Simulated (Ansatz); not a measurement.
Start from `CO[SiH](C)O[Si](O)(O)O` and change one atom or group to get `BO[Si](O)(O)O`.

Ansatz, PBE0-D4/def2-TZVP geometries, multiplicity 1. Each molecule was computed in one conformer, which needn't be the lowest.

```csv
property,`CO[SiH](C)O[Si](O)(O)O`
size of the dipole moment (PBE/def2-TZVPP) / D,1.15
LUMO energy (B3LYP/def2-TZVPP) / eV,0.07
HOMO–LUMO gap (PBE0/def2-TZVPP) / eV,8.57
HOMO–LUMO gap (B3LYP/def2-TZVPP) / eV,7.98
LUMO energy (PBE/def2-TZVPP) / eV,-0.43
HOMO–LUMO gap (PBE/def2-TZVPP) / eV,6.17
```

Give the same properties after the change, and the shifts. (Best estimate.)

The calculation gave: 
```csv
property,`BO[Si](O)(O)O`,shift
size of the dipole moment (PBE/def2-TZVPP) / D,1.55,0.40
LUMO energy (B3LYP/def2-TZVPP) / eV,-0.86,-0.93
HOMO–LUMO gap (PBE0/def2-TZVPP) / eV,7.90,-0.67
HOMO–LUMO gap (B3LYP/def2-TZVPP) / eV,7.45,-0.53
LUMO energy (PBE/def2-TZVPP) / eV,-1.61,-1.18
HOMO–LUMO gap (PBE/def2-TZVPP) / eV,5.37,-0.80
```

With PBE0 the HOMO falls by 0.37 eV and the LUMO falls by 1.05 eV, so the gap narrows by about 0.68 eV. PBE moves the HOMO by -0.38 eV and ωB97M-V by -0.39 eV. Dipoles are sizes alone; their direction can turn.

B3LYP here is the variant with VWN-RPA as its local correlation; programs differ in this.
